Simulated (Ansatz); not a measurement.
A small benchmark: atomisation enthalpy at 298 K

10 molecules holding an element from Na to Cl; the atomisation enthalpy at 298 K in kJ/mol, computed less measured. Shapes, held fixed at every level: PBE0-D4/def2-TZVP. Flexible molecules stand in one conformer, not always the lowest. Thermal terms are harmonic and unscaled (PBE0-D4/def2-TZVP); the spin-orbit lowering of the free atoms is taken from their spectra. Programs: Ansatz 0.2.0. Measured values: Active Thermochemical Tables, CRC Handbook of Chemistry and Physics, NIST-JANAF tables.

Levels: A = SPW92/def2-TZVPP; B = PBE-D4/def2-TZVPP; C = BHLYP-D4/def2-TZVPP; D = wB97X-V/def2-TZVPP.

```json
{"molecule": "PF3 (phosphorus trifluoride)", "from tabulated heats": "1513", "A": "+320", "B": "+43", "C": "-124", "D": "+3"}
{"molecule": "SiH2Cl2 (dichlorosilane (DCS))", "from tabulated heats": "1449", "A": "+162", "B": "-12", "C": "-43", "D": "+7"}
{"molecule": "SiH3Cl (chlorosilane)", "from tabulated heats": "1367", "A": "+129", "B": "-26", "C": "-19", "D": "+10"}
{"molecule": "SiH2F2 (SMILES F[SiH2]F)", "from tabulated heats": "1836", "A": "+198", "B": "-36", "C": "-90", "D": "-23"}
{"molecule": "SiF4 (SMILES F[Si](F)(F)F)", "from tabulated heats": "2382", "A": "+330", "B": "-10", "C": "-160", "D": "-36"}
{"molecule": "P4S3 (tetraphosphorus trisulfide)", "from tabulated heats": "2248", "A": "+554", "B": "+142", "C": "-205", "D": "+1"}
{"molecule": "C2H4Cl2 (1,2-dichloroethane)", "from tabulated heats": "2678", "A": "+422", "B": "+65", "C": "-95", "D": "0"}
{"molecule": "SiH3(SiH3)", "from tabulated heats": "2128", "A": "+205", "B": "-30", "C": "+12", "D": "+41"}
{"molecule": "C2H6S2 (dimethyl disulfide)", "from tabulated heats": "3320", "A": "+513", "B": "+79", "C": "-96", "D": "+14"}
{"molecule": "C3H6Cl2 (2,2-dichloropropane)", "from tabulated heats": "3874", "A": "+593", "B": "+88", "C": "-125", "D": "0"}
```

(1) Which level does best on this set, which worst, and which err to one side?

Results:

(1) 
```tsv
level	kind	mean error	mean absolute error	worst case
SPW92/def2-TZVPP	LDA	+342.6	342.6	C3H6Cl2
PBE-D4/def2-TZVPP	GGA	+30.3	53.1	P4S3
BHLYP-D4/def2-TZVPP	global hybrid	-94.5	96.9	P4S3
wB97X-V/def2-TZVPP	range-separated hybrid	+1.7	13.5	SiH3(SiH3)
```

On this set wB97X-V/def2-TZVPP has the smallest mean absolute error and SPW92/def2-TZVPP the largest. SPW92/def2-TZVPP is too high in 10 of 10; BHLYP-D4/def2-TZVPP is too low in 9 of 10. The heats of SiH2Cl2 (dichlorosilane (DCS)), SiH3Cl (chlorosilane), C3H6Cl2 (2,2-dichloropropane) come from older tables and can be uncertain by 10 kJ/mol or more. Heats of the atoms come from ATcT where it has them. The tabulated values of SiH2F2, P4S3, SiH3(SiH3) are in doubt (older tables, estimates, or at odds with other calculations) and kept here. Over the 7 molecules whose values aren't doubted the mean absolute errors are A 352.7; B 46.1; C 94.6; D 10.0. For SPW92/def2-TZVPP the error tends to grow with the atomisation enthalpy. The set is small.
